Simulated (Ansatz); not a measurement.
System: SnO, charge 0, multiplicity 1. 
Geometry from a B3LYP-D3(BJ)/def2-TZVP (Ansatz, an electronic-structure program) optimisation:
```xyz
2

Sn     0.0000     0.0000    -0.2526
O      0.0000     0.0000     1.5791
```

Parts of the frozen-core correlation energy in def2-SVP (Ansatz, hartree). Frozen orbitals: 10; correlated occupied orbitals by spin: 5 and 5; virtual: 25 and 25. No spin-orbit coupling. In def2 rows, elements after Kr have scalar-relativistic effective core potentials. The restricted reference is unstable.

| term | value |
|---|---|
| reference (HF) | -288.10303 |
| MP2 opposite-spin | -0.20789 |
| MP2 same-spin | ? |
| CCSD correlation | ? |
| (T) | ? |
| CCSDT minus CCSD(T) | -0.00044 |
| CCSDT(Q) minus CCSD(T) | -0.00363 |
| T1 diagnostic | 0.048 |
| largest doubles amplitude | 0.090 |

Problem. Complete the blanks.

Solution. 
- MP2 same-spin, value: -0.07855
- CCSD correlation, value: -0.27807
- (T), value: -0.01705
